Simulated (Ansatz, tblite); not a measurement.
Spin states of NiH2(PH3)2 (NiP₂H₈), formally d⁸, each relaxed with PBE-D4/def2-SVP in Ansatz. Electronic energies in the gas phase.

The xTB rows come from tblite. Correlated methods freeze 15 core orbitals; core or outer-core shells of Ni are correlated, in sets that lack core-valence functions. In the singlet, H2 and H3 lie 0.98 Å apart (atoms count from 1), so these atoms are partly bonded to each other.

Singlet geometry (C2v within 0.1 Å):

```csv
atom,x (Å),y (Å),z (Å)
Ni1,0.3035,-0.7055,0.0152
H2,0.6172,-2.1734,-0.3472
H3,1.1537,-1.9259,0.4303
P4,0.8314,0.7791,1.4033
H5,0.2711,2.1113,1.4186
H6,2.1939,1.2378,1.5286
H7,0.6598,0.5779,2.8219
P8,-1.1175,-0.1200,-1.4157
H9,-2.3764,-0.8120,-1.5524
H10,-0.8221,-0.1642,-2.8275
H11,-1.7147,1.1949,-1.4752
```

Triplet geometry:

```xyz
11

Ni   -0.7395   -0.8288   -0.0074
H     0.0472   -0.9836   -1.3432
H    -0.8843   -2.2068    0.6746
P     1.1701   -0.6554    0.9870
H     1.3429   -0.5655    2.4171
H     2.1529    0.3539    0.6663
H     2.0265   -1.7873    0.8033
P    -1.2054    1.1763   -0.7916
H    -1.9309    1.2623   -2.0272
H    -0.0795    1.9568   -1.2200
H    -1.9001    2.2780   -0.1588
```

Run but left out: HF/STO-3G, BHLYP-D4/def2-TZVP (singlet: restricted singlet, unstable in another Hartree–Fock run and untested here).

Only these spin states were relaxed.

| level | triplet − singlet (kcal/mol) | lowest of these |
| --- | --- | --- |
| GFN1-xTB | 53.3 | singlet |
| GFN2-xTB | 46.3 | singlet |
| PBE-D4/def2-TZVP | 43.2 | singlet |
| BLYP-D4/def2-TZVP | 41.6 | singlet |
| r2SCAN-D4/def2-TZVP | 37.2 | singlet |
| PBE0-D4/def2-TZVP | 34.7 | singlet |
| ωB97X-V/def2-TZVP | 37.2 | singlet |
| RPA@PBE/def2-TZVP | 38.3 | singlet |

| state | donor atoms | mean metal–ligand distance (Å) | range (Å) | Mulliken spin on the metal (PBE0) |
| --- | --- | --- | --- | --- |
| singlet | 4 | 1.822 | 1.54–2.10 | 0 |
| triplet | 4 | 1.866 | 1.54–2.20 | 1.33 |

⟨S²⟩ at PBE0-D4/def2-TZVP: singlet 0.00 (pure 0.00), triplet 2.01 (pure 2.00).

Change of the triplet − singlet gap on mixing in exact exchange, in kcal/mol: PBE to PBE0 (25 % exact exchange) -8.5.

The xTB methods have no spin-polarisation term.
